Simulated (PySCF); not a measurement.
Cl₃Fe (SMILES [Cl][Fe]([Cl])[Cl]), sextet, at a GFN2-xTB geometry (such geometries of metal compounds can be far from the true shape); DF-CAMB3LYP/def2-TZVP (PySCF).

PySCF was given this input:
```python
from pyscf import gto, scf, dft

mol = gto.M(
    atom='''
Fe   -0.09061902   -0.36016981   -0.20402693
Cl    1.97242024   -0.04348847   -0.35061360
Cl   -0.67696321   -0.59021958    1.79126336
Cl   -1.15686324    1.18455599   -1.12860857
''',
    basis='def2-tzvp',
    spin=5,
    verbose=4,
)

mf = dft.UKS(mol)
mf.xc = 'camb3lyp'
mf = mf.density_fit(auxbasis='def2-universal-jkfit')
mf.kernel()
```

Problem. What does PySCF print? Leave out banner, timings and long lists.

Solution. 
```
PySCF version 2.14.0

[INPUT] verbose = 4
[INPUT] num. atoms = 4
[INPUT] num. electrons = 77
[INPUT] charge = 0
[INPUT] spin (= nelec alpha-beta = 2S) = 5
[INPUT] symmetry False subgroup None
[INPUT] Mole.unit = angstrom
[INPUT] Symbol           X                Y                Z      unit          X                Y                Z       unit  Magmom
[INPUT]  1 Fe    -0.090619020000  -0.360169810000  -0.204026930000 AA   -0.171245129476  -0.680622299237  -0.385555019736 Bohr   0.0
[INPUT]  2 Cl     1.972420240000  -0.043488470000  -0.350613600000 AA    3.727334056149  -0.082181297876  -0.662563679548 Bohr   0.0
[INPUT]  3 Cl    -0.676963210000  -0.590219580000   1.791263360000 AA   -1.279275063306  -1.115353359556   3.384997167368 Bohr   0.0
[INPUT]  4 Cl    -1.156863240000   1.184555990000  -1.128608570000 AA   -2.186154687177   2.238486400313  -2.132761099137 Bohr   0.0

nuclear repulsion = 468.326338382007
number of shells = 54
number of NR pGTOs = 281
number of NR cGTOs = 156
basis = def2-tzvp
ecp = {}

******** <class 'pyscf.df.df_jk.DFUKS'> ********
method = DFUKS
initial guess = minao
damping factor = 0
level_shift factor = 0
DIIS = <class 'pyscf.scf.diis.CDIIS'>
diis_start_cycle = 1
diis_space = 8
diis_damp = 0
SCF conv_tol = 1e-09
SCF conv_tol_grad = None
SCF max_cycles = 50
direct_scf = False
number electrons alpha = 41  beta = 36
XC library pyscf.dft.libxc version 7.1.2
    S. Lehtola, C. Steigemann, M. J. T. Oliveira, and M. A. L. Marques,  SoftwareX 7, 1–5 (2018)
XC functionals = camb3lyp
    T. Yanai, D. P. Tew, and N. C. Handy,  Chem. Phys. Lett. 393, 51 (2004)
radial grids:
    Treutler-Ahlrichs [JCP 102, 346 (1995); DOI:10.1063/1.469408] (M4) radial grids

becke partition: Becke, JCP 88, 2547 (1988); DOI:10.1063/1.454033
pruning grids: <function nwchem_prune>
grids dens level: 3
symmetrized grids: False
atomic radii adjust function: <function treutler_atomic_radii_adjust>
small_rho_cutoff = 0
Set gradient conv threshold to 3.16228e-05
tot grids = 77544
******** <class 'pyscf.df.df.DF'> ********
auxbasis = def2-universal-jkfit
Create RSH-DF object <pyscf.df.df.DF object> for omega=0.33
******** <class 'pyscf.df.df.DF'> ********
auxbasis = auxmol.basis = def2-universal-jkfit
init E= -2643.35324100182

cycle= 1 E= -2632.5973686545  delta_E= 10.8  |g|= 4.93  |ddm|= 6.67

cycle= 2 E= -2568.56413191226  delta_E=   64  |g|= 15.2  |ddm|= 12.1

cycle= 3 E= -2616.63980769516  delta_E= -48.1  |g|= 10.3  |ddm|= 6.52
cycle= 4 E= -2625.44650169615  delta_E= -8.81  |g|= 8.41  |ddm|= 1.69
cycle= 5 E= -2636.22528407481  delta_E= -10.8  |g|= 5.41  |ddm|= 2.87

cycle= 6 E= -2638.16349804725  delta_E= -1.94  |g|= 4.54  |ddm|= 1.18

cycle= 7 E= -2639.47025854292  delta_E= -1.31  |g|=    4  |ddm|= 1.35
cycle= 8 E= -2642.32831327349  delta_E= -2.86  |g|= 2.92  |ddm|= 1.13
cycle= 9 E= -2642.40853493536  delta_E= -0.0802  |g|= 2.87  |ddm|= 0.367

cycle= 10 E= -2634.23137720253  delta_E= 8.18  |g|= 4.93  |ddm|= 6.36
cycle= 11 E= -2641.74103194511  delta_E= -7.51  |g|= 3.28  |ddm|=  6.4
cycle= 12 E= -2643.54439841898  delta_E= -1.8  |g|= 1.69  |ddm|= 0.758
cycle= 13 E= -2644.47126727616  delta_E= -0.927  |g|= 0.311  |ddm|= 0.958
cycle= 14 E= -2644.47438630453  delta_E= -0.00312  |g|= 0.535  |ddm|= 0.472
cycle= 15 E= -2644.52128459972  delta_E= -0.0469  |g|= 0.398  |ddm|= 0.122
cycle= 16 E= -2644.57423781327  delta_E= -0.053  |g|= 0.161  |ddm|= 0.235
cycle= 17 E= -2644.58819251821  delta_E= -0.014  |g|= 0.0356  |ddm|= 0.141
cycle= 18 E= -2644.59060502485  delta_E= -0.00241  |g|= 0.0247  |ddm|= 0.0693
cycle= 19 E= -2644.59174530331  delta_E= -0.00114  |g|= 0.00887  |ddm|= 0.053
cycle= 20 E= -2644.59205512104  delta_E= -0.00031  |g|= 0.00744  |ddm|= 0.0419
cycle= 21 E= -2644.59208049185  delta_E= -2.54e-05  |g|= 0.00152  |ddm|= 0.00524
cycle= 22 E= -2644.59209057714  delta_E= -1.01e-05  |g|= 0.00109  |ddm|= 0.00557
cycle= 23 E= -2644.59209264329  delta_E= -2.07e-06  |g|= 0.00046  |ddm|= 0.0029
cycle= 24 E= -2644.5920930262  delta_E= -3.83e-07  |g|= 0.000387  |ddm|= 0.00094
cycle= 25 E= -2644.59209329677  delta_E= -2.71e-07  |g|= 0.000159  |ddm|= 0.00114
cycle= 26 E= -2644.59209332111  delta_E= -2.43e-08  |g|= 3e-05  |ddm|= 0.000258
cycle= 27 E= -2644.59209332415  delta_E= -3.04e-09  |g|= 1.74e-05  |ddm|= 9.32e-05
cycle= 28 E= -2644.59209332489  delta_E= -7.44e-10  |g|= 9.7e-06  |ddm|= 4.05e-05
Extra cycle  E= -2644.59209332502  delta_E= -1.29e-10  |g|= 9.61e-06  |ddm|= 1.72e-05
converged SCF energy = -2644.59209332502  <S^2> = 8.7659381  2S+1 = 6.0053104
```
